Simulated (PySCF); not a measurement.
## In⁺: excitation energy

In⁺ [Kr] 4d10 5s2 (1S) → In⁺ [Kr] 4d10 5s1 6s1 (3S), as a difference of total energies. All numbers are calculated (PySCF 2.14, the spin-free X2C one-electron Hamiltonian (Gaussian nucleus), in aug-cc-pVTZ-DK3 (8s7p5d2f, 68 functions)). Correlated levels: valence: [Kr] 4d10 frozen. The calculations carry no spin-orbit coupling.

```json
{"method": "UHF", "excitation energy (eV)": "10.115", "error (eV)": "-1.530"}
{"method": "MP2 (valence)", "excitation energy (eV)": "10.662", "error (eV)": "-0.983"}
{"method": "SCS-MP2 (valence)", "excitation energy (eV)": "10.844", "error (eV)": "-0.801"}
{"method": "CCSD (valence)", "excitation energy (eV)": "10.850", "error (eV)": "-0.795"}
```

Reference: 11.645 eV (measured; NIST levels).

Errors of the correlated levels include the incompleteness of this basis and the frozen core.

With two correlated electrons CCSD is exact in that space.
